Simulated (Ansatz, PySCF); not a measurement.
Process, species as SMILES: ClC(Cl)(Cl)Cl [tetrachloromethane] → Cl[C](Cl)Cl + Cl atom (the C-Cl bond at the site shown breaks; other sites are not compared here)
Geometries: B3LYP-D3(BJ)/def2-TZVP minima from Ansatz (a quantum-chemistry and plane-wave program). Frequencies are from Ansatz or PySCF.
Geometry of the first species:
```xyz
5

C      0.0000     0.0000     0.0000
Cl     1.0327     1.0410     1.0081
Cl    -1.0056    -1.0297     1.0464
Cl    -1.0489     1.0136    -1.0192
Cl     1.0218    -1.0250    -1.0353
```

Quantity: bond dissociation energy (0 K, with B3LYP-D3(BJ) harmonic zero-point energies), in kcal/mol. Valence correlation only, unless marked. UHF or UKS for open shells. No spin-orbit coupling. No relativistic terms. FCI takes restricted orbitals. CBS marks a two-point X^-3 extrapolation of the correlation energy; Hartree-Fock from the larger set. [CCSD(T)-MP2]/basis is that difference in the basis named.

```json
[
 {"level": "revPBE-D4/def2-TZVPD", "program": "Ansatz + dftd4", "bond dissociation energy (kcal/mol)": "65.9"},
 {"level": "B3LYP-D4/def2-TZVPD", "program": "Ansatz + dftd4", "bond dissociation energy (kcal/mol)": "61.8"},
 {"level": "B3LYP/def2-TZVPD", "program": "Ansatz", "bond dissociation energy (kcal/mol)": "58.3"},
 {"level": "PBE0/STO-3G", "program": "Ansatz", "bond dissociation energy (kcal/mol)": "73.0"},
 {"level": "r2SCAN0/def2-TZVPD", "program": "Ansatz", "bond dissociation energy (kcal/mol)": "59.8"},
 {"level": "CAM-B3LYP-D3(BJ)/def2-TZVPD", "program": "Ansatz + dftd3", "bond dissociation energy (kcal/mol)": "61.5"},
 {"level": "CAM-B3LYP/def2-TZVPD", "program": "Ansatz", "bond dissociation energy (kcal/mol)": "59.8"},
 {"level": "wB97M-V/def2-TZVPD", "program": "Ansatz", "bond dissociation energy (kcal/mol)": "68.5"},
 {"level": "MP2/cc-pVTZ", "program": "Ansatz", "bond dissociation energy (kcal/mol)": "72.7"},
 {"level": "RI-MP2/aug-cc-pV(Q+d)Z", "program": "Ansatz", "bond dissociation energy (kcal/mol)": "76.3"},
 {"level": "SCS-MP2/cc-pwCVTZ", "program": "Ansatz", "bond dissociation energy (kcal/mol)": "69.8"},
 {"level": "CCSD(T) with core electrons (1s frozen past Ne)/cc-pwCVTZ", "program": "Ansatz", "bond dissociation energy (kcal/mol)": "64.9"},
 {"level": "FCI/STO-3G", "program": "Ansatz", "bond dissociation energy (kcal/mol)": "61.2"},
 {"level": "RI-MP2/CBS(cc-pV(T+d)Z,cc-pV(Q+d)Z)+[CCSD(T)-MP2]/cc-pV(D+d)Z", "program": "Ansatz", "bond dissociation energy (kcal/mol)": "70.6"},
 {"level": "RI-MP2/CBS(cc-pV(T+d)Z,cc-pV(Q+d)Z)+[CCSD(T)-MP2]/cc-pV(T+d)Z", "program": "Ansatz", "bond dissociation energy (kcal/mol)": "69.2"}
]
```
